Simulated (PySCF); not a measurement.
Dy: excitation energy

Dy [Xe] 4f10 6s2 (high-spin determinant) → Dy [Xe] 4f11 6s1 (high-spin determinant), as a difference of total energies. Calculation: PySCF 2.14, in x2c-TZVPPall; the spin-free X2C one-electron Hamiltonian (Gaussian nucleus). Correlated levels: valence: [Kr] 4d10 frozen; valence and next inner shell: [Ar] 3d10 frozen. The calculations carry no spin-orbit coupling.

| method | excitation energy (cm⁻¹) |
| --- | --- |
| UHF | 84557 |
| LDA | 42884 |
| PBE | 44416 |
| PBE0 | 53301 |
| r2SCAN | 49264 |
| MP2 (valence) | 44278 |
| SCS-MP2 (valence) | 49152 |
| MP2 (valence and next inner shell) | 39669 |
| SCS-MP2 (valence and next inner shell) | 46070 |

A first-order spin-orbit estimate (lowest level to lowest level, LS coupling) adds 0.046 eV.

In the upper state the promoted electron has a positive orbital energy at LDA, PBE, PBE0, r2SCAN, so the basis confines it.

The determinant of the upper state and of the lower state mixes LS terms, which raises its energy above the lowest term, most at the Hartree-Fock and MP2 levels.
